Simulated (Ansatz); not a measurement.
Geometry optimisation of AsH₄In, SMILES `[AsH2][InH2]`.

```yaml
crystal:
  periodic: [false, false, false]
  atoms:
    - {symbol: As, position_ang: [0.542730, -1.573360, 0.382430]}
    - {symbol: In, position_ang: [0.215690, 0.976150, -0.023460]}
    - {symbol: H, position_ang: [-0.841390, -1.590790, 0.991730]}
    - {symbol: H, position_ang: [-0.076080, -1.806500, -0.975880]}
    - {symbol: H, position_ang: [0.487970, 1.830070, -1.542900]}
    - {symbol: H, position_ang: [-0.328910, 2.164430, 1.168080]}
basis:
  gaussian: {orbitals: def2-TZVP}
hamiltonian: {xc: pbe0, dispersion: d4}
relax: {f_tol: 0.005, max_steps: 150}
```

```sh
$ ansatz run in.yaml --threads 2 --pin off --events-out ev --progress --plain --max-ram 4352MiB
```

It prints (some lines left out):

```
Functional definition: PBE0
mean field -66072.49868212 eV, -2428.1195410197 hartree, gradient 1.6e-5 eV, S^2 0.000000; 0 other end points of the search recorded, 0 dependent functions left out
relax step   1: F+E_penalty+E_count = -66072.58733032 eV  Δ(F+E_penalty+E_count) = +0.000e0 eV  max|allowed force component| = 6.832e-1 eV/Å  Δτ_max = 0.0000 Å  (26 SCF iters, accepted)
mean field -66072.57760254 eV, -2428.1224412917 hartree, gradient 1.1e-5 eV, S^2 0.000000; 0 other end points of the search recorded, 0 dependent functions left out
relax step   2: F+E_penalty+E_count = -66072.66770262 eV  Δ(F+E_penalty+E_count) = -8.037e-2 eV  max|allowed force component| = 2.205e-1 eV/Å  Δτ_max = 0.1947 Å  (28 SCF iters, accepted)
mean field -66072.58886694 eV, -2428.1228552508 hartree, gradient 1.8e-5 eV, S^2 0.000000; 0 other end points of the search recorded, 0 dependent functions left out
relax step   3: F+E_penalty+E_count = -66072.67883712 eV  Δ(F+E_penalty+E_count) = -1.113e-2 eV  max|allowed force component| = 1.033e-1 eV/Å  Δτ_max = 0.0550 Å  (29 SCF iters, accepted)
mean field -66072.59016861 eV, -2428.1229030864 hartree, gradient 1.7e-5 eV, S^2 0.000000; 0 other end points of the search recorded, 0 dependent functions left out
relax step   4: F+E_penalty+E_count = -66072.67999496 eV  Δ(F+E_penalty+E_count) = -1.158e-3 eV  max|allowed force component| = 3.196e-2 eV/Å  Δτ_max = 0.0119 Å  (30 SCF iters, accepted)
mean field -66072.59096917 eV, -2428.1229325061 hartree, gradient 1.7e-5 eV, S^2 0.000000; 0 other end points of the search recorded, 0 dependent functions left out
relax step   5: F+E_penalty+E_count = -66072.68071039 eV  Δ(F+E_penalty+E_count) = -7.154e-4 eV  max|allowed force component| = 2.936e-2 eV/Å  Δτ_max = 0.0461 Å  (29 SCF iters, accepted)
mean field -66072.59114169 eV, -2428.1229388462 hartree, gradient 1.8e-5 eV, S^2 0.000000; 0 other end points of the search recorded, 0 dependent functions left out
relax step   6: F+E_penalty+E_count = -66072.68087045 eV  Δ(F+E_penalty+E_count) = -1.601e-4 eV  max|allowed force component| = 3.252e-3 eV/Å  Δτ_max = 0.0074 Å  (30 SCF iters, accepted)
mean field -66072.59114169 eV, -2428.1229388462 hartree, gradient 1.8e-5 eV, S^2 0.000000; 1 other end points of the search recorded, 0 dependent functions left out
Total energy: -66072.68091099 eV, -2428.1262378071 hartree
Atom 0 at     0.519606    -1.467544     0.338003 Å, force    -0.000936    -0.003252    -0.000256 eV/Å
Atom 1 at     0.173809     1.069350    -0.057590 Å, force    -0.000956     0.001092    -0.000645 eV/Å
Atom 2 at    -0.809767    -1.585764     1.070326 Å, force     0.001441     0.000930     0.000187 eV/Å
Atom 3 at    -0.098973    -1.814509    -1.008953 Å, force     0.000250     0.000978     0.000650 eV/Å
Atom 4 at     0.582076     1.742816    -1.593285 Å, force     0.000642     0.000282    -0.000065 eV/Å
Atom 5 at    -0.366741     2.055651     1.251499 Å, force    -0.000441    -0.000030     0.000128 eV/Å
Dipole moment:    -0.068336     0.076620    -0.031882 e Å
```

Run time 20 s (2 threads of an Arm Neoverse V1 on a shared host); peak host memory 0.26 GiB.
